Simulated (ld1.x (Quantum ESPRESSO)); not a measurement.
**nickel (Ni): from the effect back to the setting (ultrasoft)**

Base potential:

- Element: nickel
- Generator: ld1.x (Quantum ESPRESSO) 7.5
- Type: ultrasoft
- Functional: LDA (PZ)
- Relativity: scalar-relativistic
- Frozen core: [Ar]
- Valence charge: 10
- Reference configuration: 3d8 4s0 4p0 (charge +2)
- Partial waves: 4s (bound, empty): rcut 1.70, rcutus 1.95 bohr; 4s channel at 2.45 Ry: rcut 1.70, rcutus 1.95 bohr; 4p (bound, empty): rcut 1.60, rcutus 1.85 bohr; 4p channel at 1.25 Ry: rcut 1.60, rcutus 1.85 bohr; 3d (bound): rcut 0.80, rcutus 1.05 bohr; 3d channel at -0.45 Ry: rcut 0.80, rcutus 1.05 bohr
- Local potential: all-electron potential smoothed inside 1.80 bohr (lloc = -1)
- Core correction: Bessel-smoothed model core inside 1.05 bohr
- Augmentation charge: PSQ, inside the norm-conserving radii

Cutoffs, loose and tight: the cutoffs (Ry, on a coarse ladder) from which the occupation-weighted sum of valence levels, in a spherical-Bessel basis at the reference potential, stays within 10 and 1 mRy of its value at 400 Ry. They do not see the model core or the augmentation charge, which bear on the density cutoff. Test errors are all-electron minus pseudo excitation energies from the reference, over the configurations 3d8 4s2 4p0; 3d8 4s1 4p0; 3d7 4s0 4p0; 3d8.5 4s1.5 4p0; 3d8 4s0 4p1; 3d9 4s0 4p0; 3d7 4s2 4p0 (two spin-polarised tests are not counted in the largest error); variants that change the core or the reference have their own tests. The largest error is taken over the tests solved by every variant that gives reliable tests at all, those not shown here included: 3d8 4s0 4p1; 3d8 4s1 4p0; 3d8 4s2 4p0; 3d8.5 4s1.5 4p0; 3d9 4s0 4p0.

Only the d radius is moved (1 further runs of the sweep failed or gave no value and are left out):

```csv
d radius (bohr),"cutoff, loose","cutoff, tight",bound ghosts,largest test error (meV)
0.66,260 Ry,over 300 Ry,none,-77
0.76,230 Ry,over 300 Ry,none,-78
0.86,200 Ry,260 Ry,none,-78
1.06,120 Ry,180 Ry,none,-76
1.16,90 Ry,160 Ry,none,-76
1.4,55 Ry,90 Ry,none,-78
1.46,50 Ry,90 Ry,none,-78
1.58,40 Ry,70 Ry,none,-123
```

Problem. One more run gave cutoff, loose: 70 Ry; cutoff, tight: 120 Ry; bound ghosts: none; largest test error (meV): -76. Which value of the d radius was used?

Solution. 1.26 bohr. The loose cutoff moves one way along this sweep, from 260 Ry at 0.66 to 40 Ry at 1.58 bohr, which places the run between 1.16 and 1.4 bohr.
